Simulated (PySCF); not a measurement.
Isomers of C3H11NO2Si3, mass 177.010 u with the commonest isotopes. The calculation used PBE0/pcSseg-1 in PySCF (dipole) on a GFN2-xTB geometry, gas phase. One conformer each, none proved a minimum here; rigid rotors.

**Question.** Order these by out-of-plane moment Σ m c² = (Ia + Ib − Ic)/2, smallest first.
A. `[CH3:1][C@:2]1([CH:3]=[O:4])[O:5][SiH2:6][N:7]([SiH3:8])[SiH2:9]1` with C1–C2–C3–O4 41°
B. `[CH2:1]=[CH:2][Si@@:3]([OH:4])([CH:5]=[O:6])[SiH2:7][NH:8][SiH3:9]` with C1–C2–Si3–O4 12°, C2–Si3–O4–H -179°, C2–Si3–C5–O6 89°, C2–Si3–Si7–N8 -89°, Si3–Si7–N8–Si9 177°
C. `[O:1]=[CH:2][C@H:3]1[CH2:4][SiH2:5][N:6]([SiH3:7])[SiH2:8][O:9]1` with O1–C2–C3–C4 82°, C2–C3–C4–Si5 -179°, C3–C4–Si5–N6 -46°, C4–Si5–N6–Si7 -166°, Si5–N6–Si8–O9 -18°
D. `[CH2:1]=[C:2]([CH:3]=[O:4])[O:5][SiH2:6][N:7]([SiH3:8])[SiH3:9]` with C1–C2–C3–O4 180°, C1–C2–O5–Si6 180°, C2–O5–Si6–N7 -179°, O5–Si6–N7–Si8 179°
E. `[CH3:1][NH:2][SiH2:3][C:4](=[O:5])[SiH2:6][C:7](=[O:8])[SiH3:9]` with C1–N2–Si3–C4 -173°, N2–Si3–C4–O5 -147°, Si3–C4–Si6–C7 -140°, C4–Si6–C7–O8 126°

**Answer.** D (8.93 u·Å²), C (19.46 u·Å²), E (68.92 u·Å²), A (77.47 u·Å²), B (116.86 u·Å²).

**Question.** Order these by dipole moment, largest first.
A. `[CH3:1][NH:2][SiH2:3][C:4](=[O:5])[SiH2:6][C:7](=[O:8])[SiH3:9]` with C1–N2–Si3–C4 -173°, N2–Si3–C4–O5 -147°, Si3–C4–Si6–C7 -140°, C4–Si6–C7–O8 126°
B. `[CH3:1][C@:2]1([CH:3]=[O:4])[O:5][SiH2:6][N:7]([SiH3:8])[SiH2:9]1` with C1–C2–C3–O4 41°
C. `[CH2:1]=[CH:2][Si@@:3]([OH:4])([CH:5]=[O:6])[SiH2:7][NH:8][SiH3:9]` with C1–C2–Si3–O4 12°, C2–Si3–O4–H -179°, C2–Si3–C5–O6 89°, C2–Si3–Si7–N8 -89°, Si3–Si7–N8–Si9 177°
D. `[O:1]=[CH:2][C@H:3]1[CH2:4][SiH2:5][N:6]([SiH3:7])[SiH2:8][O:9]1` with O1–C2–C3–C4 82°, C2–C3–C4–Si5 -179°, C3–C4–Si5–N6 -46°, C4–Si5–N6–Si7 -166°, Si5–N6–Si8–O9 -18°
E. `[CH2:1]=[C:2]([CH:3]=[O:4])[O:5][SiH2:6][N:7]([SiH3:8])[SiH3:9]` with C1–C2–C3–O4 180°, C1–C2–O5–Si6 180°, C2–O5–Si6–N7 -179°, O5–Si6–N7–Si8 179°

**Answer.** A (4.30 D), E (3.10 D), B (2.98 D), D (2.67 D), C (2.19 D).

**Question.** Order these by rotational constant C, smallest first.
A. `[CH2:1]=[CH:2][Si@@:3]([OH:4])([CH:5]=[O:6])[SiH2:7][NH:8][SiH3:9]` with C1–C2–Si3–O4 12°, C2–Si3–O4–H -179°, C2–Si3–C5–O6 89°, C2–Si3–Si7–N8 -89°, Si3–Si7–N8–Si9 177°
B. `[CH3:1][C@:2]1([CH:3]=[O:4])[O:5][SiH2:6][N:7]([SiH3:8])[SiH2:9]1` with C1–C2–C3–O4 41°
C. `[CH3:1][NH:2][SiH2:3][C:4](=[O:5])[SiH2:6][C:7](=[O:8])[SiH3:9]` with C1–N2–Si3–C4 -173°, N2–Si3–C4–O5 -147°, Si3–C4–Si6–C7 -140°, C4–Si6–C7–O8 126°
D. `[O:1]=[CH:2][C@H:3]1[CH2:4][SiH2:5][N:6]([SiH3:7])[SiH2:8][O:9]1` with O1–C2–C3–C4 82°, C2–C3–C4–Si5 -179°, C3–C4–Si5–N6 -46°, C4–Si5–N6–Si7 -166°, Si5–N6–Si8–O9 -18°

**Answer.** C (438.8 MHz), A (465.2 MHz), D (477.9 MHz), B (593.1 MHz).

```json
{"SMILES": "C=C[Si@@](O)(C=O)[SiH2]N[SiH3]", "point group": "C1", "Ia (u·Å²)": "323.86", "Ib (u·Å²)": "996.14", "Ic (u·Å²)": "1086.28", "κ": "-0.92", "μa (D)": "1.67", "μb (D)": "0.51", "μc (D)": "1.32"}
{"SMILES": "C[C@]1(C=O)O[SiH2]N([SiH3])[SiH2]1", "point group": "C1", "Ia (u·Å²)": "272.87", "Ib (u·Å²)": "734.19", "Ic (u·Å²)": "852.13", "κ": "-0.85", "μa (D)": "2.80", "μb (D)": "0.67", "μc (D)": "0.77"}
{"SMILES": "CN[SiH2]C(=O)[SiH2]C(=O)[SiH3]", "point group": "C1", "Ia (u·Å²)": "275.74", "Ib (u·Å²)": "1013.79", "Ic (u·Å²)": "1151.70", "κ": "-0.91", "μa (D)": "4.13", "μb (D)": "0.46", "μc (D)": "1.11"}
{"SMILES": "O=C[C@H]1C[SiH2]N([SiH3])[SiH2]O1", "point group": "C1", "Ia (u·Å²)": "215.85", "Ib (u·Å²)": "880.68", "Ic (u·Å²)": "1057.61", "κ": "-0.90", "μa (D)": "2.62", "μb (D)": "0.25", "μc (D)": "0.49"}
{"SMILES": "C=C(C=O)O[SiH2]N([SiH3])[SiH3]", "point group": "near Cs", "Ia (u·Å²)": "281.93", "Ib (u·Å²)": "808.24", "Ic (u·Å²)": "1072.30", "κ": "-0.77", "μa (D)": "2.78", "μb (D)": "1.38", "μc (D)": "0.03"}
```
